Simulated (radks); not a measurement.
Initial-state core-level shifts of the lanthanum ion La+ when its valence configuration changes from [Xe] 5d2. Calculated with a radial shooting solver on a logarithmic mesh with Libxc functionals: Dirac Kohn-Sham, BLYP, spin-unpolarised, spherical densities, point nucleus; open shells fill j = l - 1/2 first. Shifts are changes of the shell-averaged eigenvalues in eV (positive: less bound).

valence          3d      4s      4d      5p
4f1 5d1      +7.201  +6.788  +6.231  +2.331
5d1 6s1      -2.130  -2.096  -2.098  -1.845
5d1 6p1      -3.078  -3.040  -3.038  -2.736
4f0.5 5d1.5  +3.989  +3.733  +3.419  +1.254
5d1.5 6s0.5  -1.027  -1.012  -1.014  -0.899
4f2          +9.983  +9.466  +8.649  +2.864
6p2          -6.416  -6.313  -6.303  -5.565
